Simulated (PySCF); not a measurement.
Input of a run (PBE0-D3(BJ)/def2-SVP geometry optimisation, gas phase (PySCF 2.14.0)), started from GFN2-xTB:
```
{"job": {"xc": "PBE0", "basis": "def2-SVP", "d3": "d3bj", "grid": 2, "kind": "geom"}, "charge": 0, "multiplicity": 1}
Cl     3.042687     0.218554    -0.005508
C      1.316441     0.094595    -0.004410
C      0.549692     1.248321     0.010284
C     -0.830312     1.141913     0.011278
C     -1.435959    -0.103330    -0.000586
C     -0.657981    -1.248812    -0.015506
C      0.723057    -1.157157    -0.017145
H      1.028559     2.214907     0.021523
H     -1.432451     2.037986     0.022778
H     -2.512696    -0.180709     0.003034
H     -1.125473    -2.221816    -0.024227
H      1.335634    -2.045137    -0.027543
```

Output (energies in Eh, forces in Eh/bohr):
```
step   0  E = -691.12070097  max force = 0.009176
step   1  E = -691.12175432  max force = 0.001466
step   2  E = -691.12176024  max force = 0.000468
step   3  E = -691.12176135  max force = 0.000947
step   4  E = -691.12176279  max force = 0.000290
optimisation converged
```

Problem. Summarise the run.

Solution. The energy falls by 2.8 kJ/mol over 5 energy and gradient evaluations, the largest force component goes from 0.0092 to 2.9e-04 Eh/bohr, and the atoms move by 0.016 Å rms after alignment. Among the bonds, C3–H8, C4–H9, C5–H10, C6–H11 and C7–H12 change most and about equally (+0.012 to +0.013 Å). Bonds longer at the end by more than 0.005 Å: 11 of 12; shorter: 0. The energy never rose by more than 1e-6 Eh on the way. The first step brought 99 % of the lowering.

Problem. What are the final bond lengths?

Solution. Cl1–C2 1.734 Å, C2–C3 1.394 Å, C3–C4 1.393 Å, C4–C5 1.394 Å, C5–C6 1.394 Å, C6–C7 1.393 Å, C2–C7 1.394 Å, C3–H8 1.091 Å, C4–H9 1.093 Å, C5–H10 1.092 Å, C6–H11 1.093 Å, C7–H12 1.091 Å. Numbering counts from 1 in the input's order; the species is `ClC1=CC=CC=C1` (chlorobenzene).

The run used 127 basis functions and 33 SCF cycles in all. On Arm Neoverse V1, one thread, shared host with 32 logical CPUs at a one-minute load of 10, this took 30 s of wall time and 0.70 GiB of memory at its peak.

No PBE0-D3(BJ)/def2-SVP frequencies stand behind this structure, so it isn't proved a minimum.
